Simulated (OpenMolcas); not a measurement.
# Si I: effect of the basis set

```
Program             : OpenMolcas
Method              : SS-CASPT2, IPEA 0.25 Eh, imaginary shift 0.1 Eh (closed shells correlated: 2s 2p)
Active space        : 4 electrons in 4 orbitals (3s 3p)
State averaging     : 2S+1 = 3 even, 3 roots; 2S+1 = 1 even, 6 roots; 2S+1 = 5 odd, 1 root; 2S+1 = 3 odd, 8 roots
Spin-orbit coupling : state interaction with AMFI integrals over the reference wave functions, term energies averaged over their components
```

A. ANO-RCC-VDZP [4s3p1d], DKH2, point nucleus; CASPT2 step roughly 2.2 core-seconds
B. ANO-RCC-VTZP [5s4p2d1f], DKH2, point nucleus; CASPT2 step of the order of 1.4 core-seconds
C. ANO-L-VTZP [5s4p2d1f], non-relativistic, point nucleus; CASPT2 step about 3 core-seconds
D. ANO-R2 [5s4p3d1f], X2C, finite nucleus; CASPT2 step roughly 1.6 core-seconds
E. ANO-RCC-VQZP [6s5p3d2f1g], DKH2, point nucleus; CASPT2 step about 2.2 core-seconds
F. ANO-R3 [6s5p4d2f1g], X2C, finite nucleus; CASPT2 step of the order of 4 core-seconds

Energies in cm-1 above 3s2 3p2 3P0, the measured ground level; measured values from NIST Handbook of Basic Atomic Spectroscopic Data.

| Level | A | B | C | D | E | F | Measured |
| --- | --- | --- | --- | --- | --- | --- | --- |
| 3s2 3p2 3P0 | 0.0 | 0.0 | 0.0 | 0.0 | 0.0 | 0.0 | 0.0 |
| 3s2 3p2 3P1 | 66.0 | 67.0 | 66.2 | 66.5 | 66.7 | 66.3 | 77.1 |
| 3s2 3p2 3P2 | 192 | 195 | 192 | 194 | 193 | 193 | 223 |
| 3s2 3p2 1D2 | 7200 | 5960 | 6030 | 6230 | 5580 | 5860 | 6299 |
| 3s2 3p2 1S0 | 15450 | 13830 | 14040 | 14930 | 13440 | 14170 | 15394 |
| 3s 3p3 5S* 2 | 27980 | 29560 | 28790 | 29810 | 30330 | 30690 | 33326 |
| 3s 3p3 3D* 2 | 49640 | 45790 | 45580 | 46830 | 45420 | 46610 |  |
| 3s 3p3 3D* 1 | 49640 | 45790 | 45580 | 46830 | 45420 | 46610 |  |
| 3s 3p3 3D* 3 | 49640 | 45790 | 45580 | 46830 | 45420 | 46610 | 45322 |
| 3s 3p3 3P* 0 | 60180 | 57100 | 57060 | 58270 | 56870 | 57670 |  |
| 3s 3p3 3P* 1 | 60180 | 57100 | 57060 | 58270 | 56870 | 57670 |  |
| 3s 3p3 3P* 2 | 60180 | 57100 | 57070 | 58270 | 56870 | 57670 |  |

Deviations, from unrounded energies. A percentage is the sum of absolute deviations over the sum of measured energies, with the sign that they share, or ± where signs differ.

```
                        Against measurement  Levels      A      B      C      D      E      F
             mean absolute deviation (cm-1)       6   1800   1000   1100    930    970    940
      fine structure of the ground term (%)       2  -13.9  -12.8  -13.9  -13.4  -13.4  -13.8
other terms of the ground configuration (%)       2   +4.4   -8.8   -7.5   -2.5  -12.3   -7.6
                   other configurations (%)       2  ±12.3   ±5.4   ±6.1   ±6.4   ±3.9   ±5.0
```

D, E, F lie about equally close to measurement and A furthest from it. The largest miss of D in the table is 3s 3p3 5S* 2, by -3500 cm-1. The ranking rests on the paired levels alone, and a cruder setting can come out closer through cancelling errors.

The two smallest mean deviations differ by little beside CASPT2's spread within terms, so their order carries little weight.

Among A to F the level of the table that moves most is 3s 3p3 3D* 3, by 4200 cm-1 (lowest in E, highest in A). Moves below CASPT2's spread within the term are not significant.

CASPT2 does not keep the components of a term degenerate, so their means are used; among the terms shown or strongly mixed into the levels shown the widest spread is 580 cm-1 (3s 3p3 3D*, D). Over all roots computed the reference weight is 0.92 to 0.98 in A, 0.86 to 0.98 in B, 0.88 to 0.98 in C, 0.87 to 0.97 in D, 0.86 to 0.98 in E, 0.86 to 0.97 in F; the roots of lowest weight are the least certain, and an intruder state may touch them. Terms of s pⁿ other than that of highest spin mix with s² pⁿ⁻² d, which this space lacks; all of them can be thousands of cm-1 off, and some have no real level of that name. Measured partners are found by configuration, term and J. A level has none where our copy of the source lacks it or the pairing is in doubt (some pairs that miss far off the trend of their configuration count as doubtful), and it then counts in no deviation. Only configurations of the active space appear.

* marks odd parity.
